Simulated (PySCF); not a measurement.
# A fit for the ¹⁷O shielding

GIAO PBE0/pcSseg-1 on GFN2-xTB geometries (PySCF, gas phase, non-relativistic):

```tsv
SMILES	IAO charge (e) of O	σ(O) (ppm)
[SiH3]OC1=CC=C/C1=C\Cl	-0.575	256.1
[SiH3]OC1=CC=C[SiH2]/C1=C/Cl	-0.594	240.6
[SiH3]OC1=CCC=C/C1=C\Cl	-0.599	265.1
CC1=CC=C(O[SiH3])/C1=C/Cl	-0.579	258.5
ClC1=C2C=CC=C2O[SiH2]1	-0.585	240.3
[SiH3]O[SiH2]C1=CC=C/C1=C\Cl	-0.894	319.7
```

Q: Fit σ(O) as a line in the IAO charge of O. How well does it hold?

A: σ = 124.0 − 218.6 x, with x in e; correlation -0.94, rms deviation 9.3 ppm, largest 13.2 ppm at `[SiH3]OC1=CC=C[SiH2]/C1=C/Cl`. A charge says how many electrons sit at the atom, not how easily they circulate, so such a line holds only within like compounds.

Q: A further member, `[SiH3]OC1=CCC/C1=C\Cl`, has x = -0.582. What does the line predict, and what does the calculation give?

A: The line gives 251.2 ppm; the calculation 258.5 ppm, a difference of 7.3 ppm, within the usual scatter of the fit.
